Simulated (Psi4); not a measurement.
F₆Nb (SMILES [F][Nb-]([F])([F])([F])([F])[F]), charge -1, singlet, geometry from GFN2-xTB (such geometries of metal compounds can be far from the true shape) (all electrons, no relativity) (a gas-phase anion, which may not be bound at this level); PBE/3-21G (Psi4).

The Psi4 input:
```
memory 2 GB

molecule {
-1 1
Nb    0.00000000    0.00000000   -0.00000000
F     1.11527446   -0.47737769   -1.40718583
F    -1.11527446    0.47737769    1.40718583
F    -1.17152260    0.79987238   -1.19984896
F    -0.91410953   -1.60754884   -0.17913416
F     0.91410953    1.60754884    0.17913416
F     1.17152260   -0.79987238    1.19984896
}

set {
  basis 3-21g
  scf_type pk
}

energy('pbe')
print_variables()
```

Task: What does Psi4 print? Leave out banner, timings and long lists.

Result: 
```
   => Loading Basis Set <=

    Name: 3-21G
    Role: ORBITAL
    Keyword: BASIS

         ---------------------------------------------------------
                                   SCF
               by Justin Turney, Rob Parrish, Andy Simmonett
                          and Daniel G. A. Smith
                              RKS Reference
         ---------------------------------------------------------

  ==> Geometry <==

    Molecular point group: c2h
    Full point group: Ih

    Geometry (in Angstrom), charge = -1, multiplicity = 1:

       Center              X                  Y                   Z               Mass
    ------------   -----------------  -----------------  -----------------  -----------------
         NB           0.000000000000     0.000000000000     0.000000000000    92.906373000000
         F            1.481893244490    -1.120665405964     0.000000000000    18.998403162730
         F           -1.481893244490     1.120665405964     0.000000000000    18.998403162730
         F            0.792430104629     1.047856765985     1.313753888867    18.998403162730
         F            0.792430104629     1.047856765985    -1.313753888867    18.998403162730
         F           -0.792430104629    -1.047856765985     1.313753888867    18.998403162730
         F           -0.792430104629    -1.047856765985    -1.313753888867    18.998403162730

  Running in c2h symmetry.

  Rotational constants: A =      0.06426  B =      0.06426  C =      0.06426 [cm^-1]
  Rotational constants: A =   1926.55799  B =   1926.55799  C =   1926.55798 [MHz]
  Nuclear repulsion =  860.959364315369498

  Charge       = -1
  Multiplicity = 1
  Electrons    = 96
  Nalpha       = 48
  Nbeta        = 48

  ==> Algorithm <==

  SCF Algorithm Type is PK.
  DIIS enabled.
  MOM disabled.
  Fractional occupation disabled.
  Guess Type is SAD.
  Energy threshold   = 1.00e-06
  Density threshold  = 1.00e-06
  Integral threshold = 1.00e-12

  ==> Primary Basis <==

  Basis Set: 3-21G
    Blend: 3-21G
    Number of shells: 44
    Number of basis functions: 93
    Number of Cartesian functions: 93
    Spherical Harmonics?: false
    Max angular momentum: 2

  ==> DFT Potential <==

   => LibXC <=

    Version 7.1.2
    S. Lehtola, C. Steigemann, M. J. T. Oliveira, and M. A. L. Marques,  SoftwareX 7, 1–5 (2018) (10.1016/j.softx.2017.11.002)

   => Composite Functional: PBE <=

    PBE GGA Exchange-Correlation Functional

    J.P. Perdew et. al., Phys. Rev. Lett., 77(18), 3865-3868, 1996

    Deriv               =              1
    GGA                 =           TRUE
    Meta                =          FALSE

    Exchange Hybrid     =          FALSE
    MP2 Hybrid          =          FALSE

   => Exchange Functionals <=

    1.0000     XC_GGA_X_PBE

   => Correlation Functionals <=

    1.0000     XC_GGA_C_PBE

   => LibXC Density Thresholds  <==

    XC_GGA_C_PBE:  1.00E-12
    XC_GGA_X_PBE:  1.00E-15

   => Molecular Quadrature <=

    Radial Scheme          =       TREUTLER
    Pruning Scheme         =           NONE
    Nuclear Scheme         =       TREUTLER

    Blocking Scheme        =         OCTREE
    BS radius alpha        =              1
    Pruning alpha          =              1
    Radial Points          =             75
    Spherical Points       =            302
    Total Points           =         153048
    Total Blocks           =           1236
    Max Points             =            256
    Max Functions          =             87
    Weights Tolerance      =       1.00E-15

  ==> Integral Setup <==

  Using in-core PK algorithm.
   Calculation information:
      Number of atoms:                   7
      Number of AO shells:              44
      Number of primitives:             87
      Number of atomic orbitals:        93
      Number of basis functions:        93

      Integral cutoff                 1.00e-12
      Number of threads:                 1

  Performing in-core PK
  Using 19110012 doubles for integral storage.
  We computed 314030 shell quartets total.
  Whereas there are 490545 unique shell quartets.

  ==> DiskJK: Disk-Based J/K Matrices <==

    J tasked:                  Yes
    K tasked:                   No
    wK tasked:                  No
    Schwarz Cutoff:          1E-12

  Minimum eigenvalue in the overlap matrix is 1.6202757677E-03.
  Reciprocal condition number of the overlap matrix is 3.2696759228E-04.
    Using symmetric orthogonalization.

  ==> Pre-Iterations <==

  SCF Guess: Superposition of Atomic Densities via on-the-fly atomic UHF (no occupation information).

   -------------------------
    Irrep   Nso     Nmo
   -------------------------
     Ag        34      34
     Bg        17      17
     Au        16      16
     Bu        26      26
   -------------------------
    Total      93      93
   -------------------------

  ==> Iterations <==

                        Total Energy        Delta E     RMS |[F,P]|

   @RKS iter SAD: -4330.64523409854337   -4.33065e+03   0.00000e+00
   @RKS iter   1: -4333.13107507057066   -2.48584e+00   1.54631e-02 ADIIS/DIIS
   @RKS iter   2: -4333.17258687964932   -4.15118e-02   1.24684e-02 ADIIS/DIIS
   @RKS iter   3: -4333.30076727501637   -1.28180e-01   1.21252e-03 ADIIS/DIIS
   @RKS iter   4: -4333.29859974374358    2.16753e-03   2.07838e-03 ADIIS/DIIS
   @RKS iter   5: -4333.30281059734352   -4.21085e-03   3.65050e-05 DIIS
   @RKS iter   6: -4333.30281148516224   -8.87819e-07   8.68846e-06 DIIS
   @RKS iter   7: -4333.30281152122279   -3.60606e-08   5.37460e-06 DIIS
   @RKS iter   8: -4333.30281154511067   -2.38879e-08   1.89326e-07 DIIS
  Energy and wave function converged.

  ==> Post-Iterations <==

   Electrons on quadrature grid:
      Ntotal   =   96.0000471312 ; deviation = 4.713e-05

    Orbital Energies [Eh]
    ---------------------

    Doubly Occupied:

[...]
    Virtual:

[...]
    Final Occupation by Irrep:
             Ag    Bg    Au    Bu
    DOCC [    16,    8,    9,   15 ]
    NA   [    16,    8,    9,   15 ]
    NB   [    16,    8,    9,   15 ]

  @RKS Final Energy: -4333.30281154511067

   => Energetics <=

    Nuclear Repulsion Energy =            860.9593643153694984
    One-Electron Energy =               -7733.6581989164651532
    Two-Electron Energy =                2717.9978088550856228
    DFT Exchange-Correlation Energy =    -178.6017857991009805
    Empirical Dispersion Energy =           0.0000000000000000
    VV10 Nonlocal Energy =                  0.0000000000000000
    Total Energy =                      -4333.3028115451106714

Computation Completed

Properties will be evaluated at   0.000000,   0.000000,   0.000000 [a0]

Properties computed using the SCF density matrix

 Multipole Moments:

 ------------------------------------------------------------------------------------
     Multipole            Electronic (a.u.)      Nuclear  (a.u.)        Total (a.u.)
 ------------------------------------------------------------------------------------

 L = 1.  Multiply by 2.5417464519 to convert [e a0] to [Debye]
 Dipole X            :          0.0000000            0.0000000            0.0000000
 Dipole Y            :          0.0000000            0.0000000            0.0000000
 Dipole Z            :          0.0000000            0.0000000            0.0000000
 Magnitude           :                                                    0.0000000

 ------------------------------------------------------------------------------------

  Variable Map:
  ----------------------------------------------------------------------------
[...]
  Array Variable Map:
  ----------------------------------------------------------------------------
[...]
[...]
```
